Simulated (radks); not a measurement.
The numbers below are computed, except where a source is named.
All-electron atom: I2+ in [Kr] 4d10 5s1.5 5p3.5 (fractional occupations, a model configuration). Level of theory: Dirac Kohn-Sham, PBE, spin-unpolarised, spherical densities, finite nucleus; open shells are shared between the two j in proportion to 2j + 1; Fermi nuclear charge, rms radius 4.75 fm (a radial shooting solver on a logarithmic mesh with Libxc functionals).

Spin-orbit splittings of the eigenvalues, e(l+1/2) - e(l-1/2), with zeta = 2 splitting/(2l+1) and mean radii in bohr:

shell  occ.  splitting (eV)  zeta (eV)  <r> j=l-1/2  <r> j=l+1/2
2p        6           298.7      199.2      0.09846       0.1041
3p        6           56.22      37.48       0.3040       0.3155
3d       10           11.82      4.729       0.2865       0.2901
4p        6           10.96      7.304       0.7723       0.8004
4d       10           1.723     0.6893       0.9111       0.9223
5p      3.5               ?          ?        2.145        2.224

Estimate the 5p splitting.

Answer. 1.307 eV (zeta = 0.8711 eV).
